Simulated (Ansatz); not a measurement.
Harmonic vibrations of C$_{2}$H$_{6}$BClO$_{2}$ (`COB(Cl)OC`) by finite differences.

```yaml
crystal:
  periodic: [false, false, false]
  atoms:
    - {symbol: C, position_ang: [-0.240956, 1.847649, 0.881516]}
    - {symbol: O, position_ang: [-0.153698, 0.511677, 0.426220]}
    - {symbol: B, position_ang: [0.410556, 0.159312, -0.748635]}
    - {symbol: Cl, position_ang: [1.107120, 1.363998, -1.847679]}
    - {symbol: O, position_ang: [0.466084, -1.129537, -1.132491]}
    - {symbol: C, position_ang: [-0.072887, -2.142308, -0.300827]}
    - {symbol: H, position_ang: [0.751237, 2.291937, 0.985780]}
    - {symbol: H, position_ang: [-0.731523, 1.826331, 1.854142]}
    - {symbol: H, position_ang: [-0.828659, 2.458390, 0.192743]}
    - {symbol: H, position_ang: [0.092124, -3.094608, -0.803084]}
    - {symbol: H, position_ang: [0.421737, -2.154424, 0.673191]}
    - {symbol: H, position_ang: [-1.144236, -1.993616, -0.146873]}
basis:
  gaussian: {orbitals: def2-TZVP}
hamiltonian: {xc: pbe0, dispersion: d4}
phonons: {temperatures: {t_min: 298.15, t_max: 900, t_step: 200}}
```

```sh
$ ansatz run in.yaml --threads 4 --pin off --events-out ev --progress --plain --max-ram 10444MiB
```

Output, abridged:

```
Functional definition: PBE0
mean field -19459.43556198 eV, -715.1210668237 hartree, gradient 5.7e-5 eV, S^2 0.000000; 0 other end points of the search recorded, 0 dependent functions left out
mean field -19459.43537814 eV, -715.1210600674 hartree, gradient 1.3e-6 eV, S^2 0.000000; 0 other end points of the search recorded, 0 dependent functions left out
mean field -19459.43538844 eV, -715.1210604463 hartree, gradient 1.3e-6 eV, S^2 0.000000; 0 other end points of the search recorded, 0 dependent functions left out
mean field -19459.43543500 eV, -715.1210621573 hartree, gradient 1.3e-6 eV, S^2 0.000000; 0 other end points of the search recorded, 0 dependent functions left out
mean field -19459.43539664 eV, -715.1210607473 hartree, gradient 1.3e-6 eV, S^2 0.000000; 0 other end points of the search recorded, 0 dependent functions left out
mean field -19459.43539369 eV, -715.1210606391 hartree, gradient 1.3e-6 eV, S^2 0.000000; 0 other end points of the search recorded, 0 dependent functions left out
mean field -19459.43537009 eV, -715.1210597719 hartree, gradient 1.3e-6 eV, S^2 0.000000; 0 other end points of the search recorded, 0 dependent functions left out
mean field -19459.43551645 eV, -715.1210651503 hartree, gradient 1.3e-6 eV, S^2 0.000000; 0 other end points of the search recorded, 0 dependent functions left out
mean field -19459.43552182 eV, -715.1210653478 hartree, gradient 1.3e-6 eV, S^2 0.000000; 0 other end points of the search recorded, 0 dependent functions left out
mean field -19459.43544644 eV, -715.1210625775 hartree, gradient 1.3e-6 eV, S^2 0.000000; 0 other end points of the search recorded, 0 dependent functions left out
mean field -19459.43542757 eV, -715.1210618841 hartree, gradient 1.3e-6 eV, S^2 0.000000; 0 other end points of the search recorded, 0 dependent functions left out
mean field -19459.43544508 eV, -715.1210625276 hartree, gradient 1.3e-6 eV, S^2 0.000000; 0 other end points of the search recorded, 0 dependent functions left out
mean field -19459.43542911 eV, -715.1210619408 hartree, gradient 1.3e-6 eV, S^2 0.000000; 0 other end points of the search recorded, 0 dependent functions left out
mean field -19459.43549519 eV, -715.1210643692 hartree, gradient 1.3e-6 eV, S^2 0.000000; 0 other end points of the search recorded, 0 dependent functions left out
mean field -19459.43550516 eV, -715.1210647357 hartree, gradient 1.3e-6 eV, S^2 0.000000; 0 other end points of the search recorded, 0 dependent functions left out
mean field -19459.43538186 eV, -715.1210602042 hartree, gradient 1.3e-6 eV, S^2 0.000000; 0 other end points of the search recorded, 0 dependent functions left out
mean field -19459.43539891 eV, -715.1210608310 hartree, gradient 1.3e-6 eV, S^2 0.000000; 0 other end points of the search recorded, 0 dependent functions left out
mean field -19459.43543321 eV, -715.1210620913 hartree, gradient 1.3e-6 eV, S^2 0.000000; 0 other end points of the search recorded, 0 dependent functions left out
mean field -19459.43541819 eV, -715.1210615396 hartree, gradient 1.3e-6 eV, S^2 0.000000; 0 other end points of the search recorded, 0 dependent functions left out
mean field -19459.43557037 eV, -715.1210671318 hartree, gradient 1.3e-6 eV, S^2 0.000000; 0 other end points of the search recorded, 0 dependent functions left out
mean field -19459.43552632 eV, -715.1210655130 hartree, gradient 1.3e-6 eV, S^2 0.000000; 0 other end points of the search recorded, 0 dependent functions left out
mean field -19459.43554989 eV, -715.1210663792 hartree, gradient 1.3e-6 eV, S^2 0.000000; 0 other end points of the search recorded, 0 dependent functions left out
mean field -19459.43550110 eV, -715.1210645862 hartree, gradient 1.3e-6 eV, S^2 0.000000; 0 other end points of the search recorded, 0 dependent functions left out
mean field -19459.43549229 eV, -715.1210642625 hartree, gradient 1.3e-6 eV, S^2 0.000000; 0 other end points of the search recorded, 0 dependent functions left out
mean field -19459.43556892 eV, -715.1210670785 hartree, gradient 1.3e-6 eV, S^2 0.000000; 0 other end points of the search recorded, 0 dependent functions left out
mean field -19459.43552720 eV, -715.1210655456 hartree, gradient 1.3e-6 eV, S^2 0.000000; 0 other end points of the search recorded, 0 dependent functions left out
mean field -19459.43552259 eV, -715.1210653761 hartree, gradient 1.3e-6 eV, S^2 0.000000; 0 other end points of the search recorded, 0 dependent functions left out
mean field -19459.43535971 eV, -715.1210593904 hartree, gradient 1.3e-6 eV, S^2 0.000000; 0 other end points of the search recorded, 0 dependent functions left out
mean field -19459.43539632 eV, -715.1210607359 hartree, gradient 1.3e-6 eV, S^2 0.000000; 0 other end points of the search recorded, 0 dependent functions left out
mean field -19459.43548120 eV, -715.1210638551 hartree, gradient 1.3e-6 eV, S^2 0.000000; 0 other end points of the search recorded, 0 dependent functions left out
mean field -19459.43549845 eV, -715.1210644888 hartree, gradient 1.3e-6 eV, S^2 0.000000; 0 other end points of the search recorded, 0 dependent functions left out
mean field -19459.43538831 eV, -715.1210604412 hartree, gradient 1.3e-6 eV, S^2 0.000000; 0 other end points of the search recorded, 0 dependent functions left out
mean field -19459.43539290 eV, -715.1210606101 hartree, gradient 1.3e-6 eV, S^2 0.000000; 0 other end points of the search recorded, 0 dependent functions left out
mean field -19459.43538009 eV, -715.1210601392 hartree, gradient 1.3e-6 eV, S^2 0.000000; 0 other end points of the search recorded, 0 dependent functions left out
mean field -19459.43541125 eV, -715.1210612845 hartree, gradient 1.3e-6 eV, S^2 0.000000; 0 other end points of the search recorded, 0 dependent functions left out
mean field -19459.43539810 eV, -715.1210608012 hartree, gradient 1.3e-6 eV, S^2 0.000000; 0 other end points of the search recorded, 0 dependent functions left out
mean field -19459.43539451 eV, -715.1210606691 hartree, gradient 1.3e-6 eV, S^2 0.000000; 0 other end points of the search recorded, 0 dependent functions left out
mean field -19459.43547209 eV, -715.1210635202 hartree, gradient 1.3e-6 eV, S^2 0.000000; 0 other end points of the search recorded, 0 dependent functions left out
mean field -19459.43547302 eV, -715.1210635542 hartree, gradient 1.3e-6 eV, S^2 0.000000; 0 other end points of the search recorded, 0 dependent functions left out
mean field -19459.43553459 eV, -715.1210658172 hartree, gradient 1.3e-6 eV, S^2 0.000000; 0 other end points of the search recorded, 0 dependent functions left out
mean field -19459.43552711 eV, -715.1210655420 hartree, gradient 1.3e-6 eV, S^2 0.000000; 0 other end points of the search recorded, 0 dependent functions left out
mean field -19459.43555334 eV, -715.1210665062 hartree, gradient 1.3e-6 eV, S^2 0.000000; 0 other end points of the search recorded, 0 dependent functions left out
mean field -19459.43554025 eV, -715.1210660249 hartree, gradient 1.3e-6 eV, S^2 0.000000; 0 other end points of the search recorded, 0 dependent functions left out
mean field -19459.43552571 eV, -715.1210654907 hartree, gradient 1.3e-6 eV, S^2 0.000000; 0 other end points of the search recorded, 0 dependent functions left out
mean field -19459.43553275 eV, -715.1210657495 hartree, gradient 1.3e-6 eV, S^2 0.000000; 0 other end points of the search recorded, 0 dependent functions left out
mean field -19459.43554837 eV, -715.1210663235 hartree, gradient 1.3e-6 eV, S^2 0.000000; 0 other end points of the search recorded, 0 dependent functions left out
mean field -19459.43553819 eV, -715.1210659494 hartree, gradient 1.3e-6 eV, S^2 0.000000; 0 other end points of the search recorded, 0 dependent functions left out
mean field -19459.43548170 eV, -715.1210638734 hartree, gradient 1.3e-6 eV, S^2 0.000000; 0 other end points of the search recorded, 0 dependent functions left out
mean field -19459.43546866 eV, -715.1210633941 hartree, gradient 1.3e-6 eV, S^2 0.000000; 0 other end points of the search recorded, 0 dependent functions left out
mean field -19459.43551880 eV, -715.1210652367 hartree, gradient 1.3e-6 eV, S^2 0.000000; 0 other end points of the search recorded, 0 dependent functions left out
mean field -19459.43552500 eV, -715.1210654645 hartree, gradient 1.3e-6 eV, S^2 0.000000; 0 other end points of the search recorded, 0 dependent functions left out
mean field -19459.43552260 eV, -715.1210653765 hartree, gradient 1.3e-6 eV, S^2 0.000000; 0 other end points of the search recorded, 0 dependent functions left out
mean field -19459.43551412 eV, -715.1210650647 hartree, gradient 1.3e-6 eV, S^2 0.000000; 0 other end points of the search recorded, 0 dependent functions left out
mean field -19459.43551520 eV, -715.1210651043 hartree, gradient 1.3e-6 eV, S^2 0.000000; 0 other end points of the search recorded, 0 dependent functions left out
mean field -19459.43550478 eV, -715.1210647214 hartree, gradient 1.3e-6 eV, S^2 0.000000; 0 other end points of the search recorded, 0 dependent functions left out
mean field -19459.43554408 eV, -715.1210661659 hartree, gradient 1.3e-6 eV, S^2 0.000000; 0 other end points of the search recorded, 0 dependent functions left out
mean field -19459.43554530 eV, -715.1210662108 hartree, gradient 1.3e-6 eV, S^2 0.000000; 0 other end points of the search recorded, 0 dependent functions left out
mean field -19459.43547060 eV, -715.1210634655 hartree, gradient 1.3e-6 eV, S^2 0.000000; 0 other end points of the search recorded, 0 dependent functions left out
mean field -19459.43548450 eV, -715.1210639762 hartree, gradient 1.3e-6 eV, S^2 0.000000; 0 other end points of the search recorded, 0 dependent functions left out
mean field -19459.43552453 eV, -715.1210654474 hartree, gradient 1.3e-6 eV, S^2 0.000000; 0 other end points of the search recorded, 0 dependent functions left out
mean field -19459.43552605 eV, -715.1210655031 hartree, gradient 1.3e-6 eV, S^2 0.000000; 0 other end points of the search recorded, 0 dependent functions left out
mean field -19459.43552826 eV, -715.1210655843 hartree, gradient 1.3e-6 eV, S^2 0.000000; 0 other end points of the search recorded, 0 dependent functions left out
mean field -19459.43552722 eV, -715.1210655463 hartree, gradient 1.3e-6 eV, S^2 0.000000; 0 other end points of the search recorded, 0 dependent functions left out
mean field -19459.43553678 eV, -715.1210658975 hartree, gradient 1.3e-6 eV, S^2 0.000000; 0 other end points of the search recorded, 0 dependent functions left out
mean field -19459.43555416 eV, -715.1210665362 hartree, gradient 1.3e-6 eV, S^2 0.000000; 0 other end points of the search recorded, 0 dependent functions left out
mean field -19459.43547803 eV, -715.1210637384 hartree, gradient 1.3e-6 eV, S^2 0.000000; 0 other end points of the search recorded, 0 dependent functions left out
mean field -19459.43547690 eV, -715.1210636971 hartree, gradient 1.3e-6 eV, S^2 0.000000; 0 other end points of the search recorded, 0 dependent functions left out
mean field -19459.43546044 eV, -715.1210630920 hartree, gradient 1.3e-6 eV, S^2 0.000000; 0 other end points of the search recorded, 0 dependent functions left out
mean field -19459.43546446 eV, -715.1210632398 hartree, gradient 1.3e-6 eV, S^2 0.000000; 0 other end points of the search recorded, 0 dependent functions left out
mean field -19459.43553512 eV, -715.1210658366 hartree, gradient 1.3e-6 eV, S^2 0.000000; 0 other end points of the search recorded, 0 dependent functions left out
mean field -19459.43555118 eV, -715.1210664268 hartree, gradient 1.3e-6 eV, S^2 0.000000; 0 other end points of the search recorded, 0 dependent functions left out
mean field -19459.43554482 eV, -715.1210661931 hartree, gradient 1.3e-6 eV, S^2 0.000000; 0 other end points of the search recorded, 0 dependent functions left out
mean field -19459.43554542 eV, -715.1210662150 hartree, gradient 1.3e-6 eV, S^2 0.000000; 0 other end points of the search recorded, 0 dependent functions left out
Total energy: -19459.64050052 eV, -715.1285981759 hartree
Atom 0 at    -0.240956     1.847649     0.881516 Å, force    -0.000210    -0.000691    -0.000222 eV/Å
Atom 1 at    -0.153698     0.511677     0.426220 Å, force     0.000378     0.000622    -0.000534 eV/Å
Atom 2 at     0.410556     0.159312    -0.748635 Å, force    -0.000729    -0.000271     0.001407 eV/Å
Atom 3 at     1.107120     1.363998    -1.847679 Å, force     0.000108     0.000135    -0.000423 eV/Å
Atom 4 at     0.466084    -1.129537    -1.132491 Å, force     0.000122    -0.000100    -0.000362 eV/Å
Atom 5 at    -0.072887    -2.142308    -0.300827 Å, force     0.000020     0.000261    -0.000027 eV/Å
Atom 6 at     0.751237     2.291937     0.985780 Å, force     0.000204    -0.000097     0.000229 eV/Å
Atom 7 at    -0.731523     1.826331     1.854142 Å, force    -0.000227     0.000238    -0.000229 eV/Å
Atom 8 at    -0.828659     2.458390     0.192743 Å, force     0.000145    -0.000020     0.000115 eV/Å
Atom 9 at     0.092124    -3.094608    -0.803084 Å, force    -0.000040     0.000028    -0.000119 eV/Å
Atom 10 at     0.421737    -2.154424     0.673191 Å, force     0.000106    -0.000141    -0.000032 eV/Å
Atom 11 at    -1.144236    -1.993616    -0.146873 Å, force     0.000123     0.000036     0.000198 eV/Å
Dipole moment:    -0.224342    -0.029982     0.430175 e Å
Vibrations: 62.30 75.13 133.06 178.90 180.82 220.62 376.33 472.54 605.22 656.33 1048.20 1071.66 1181.26 1183.81 1184.02 1200.95 1302.67 1411.41 1484.87 1491.12 1492.78 1494.27 1494.44 1535.20 3049.32 3051.76 3120.80 3126.39 3150.04 3152.44 cm⁻¹, zero-point energy 2.491378 eV
```

Hardware: 4 threads of an Arm Neoverse V2 on a shared host. Wall time 3.7 min, peak host memory 0.74 GiB.
